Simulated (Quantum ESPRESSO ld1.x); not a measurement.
The xenon ion Xe+, configuration [Kr] 4d9.5 5s2 5p5.5 (fractional occupations, a model configuration). Calculated with ld1.x of Quantum ESPRESSO 7.5: Dirac Kohn-Sham, B86b exchange with PBE correlation, spin-unpolarised, spherical densities, point nucleus; open shells are shared between the two j in proportion to 2j + 1.

Spin-orbit splittings of the eigenvalues, e(l+1/2) - e(l-1/2), with zeta = 2 splitting/(2l+1) and mean radii in bohr:

shell  occ.  splitting (eV)  zeta (eV)  <r> j=l-1/2  <r> j=l+1/2
2p        6           324.7      216.5      0.09620       0.1020
3p        6           61.69      41.13       0.2961       0.3078
3d       10           13.04      5.215       0.2786       0.2823
4p        6           12.40      8.266       0.7432       0.7706
4d      9.5               ?          ?       0.8621       0.8726
5p      5.5           1.461     0.9742        2.083        2.174

Estimate the 4d splitting.

Answer. 2.025 eV (zeta = 0.8101 eV).
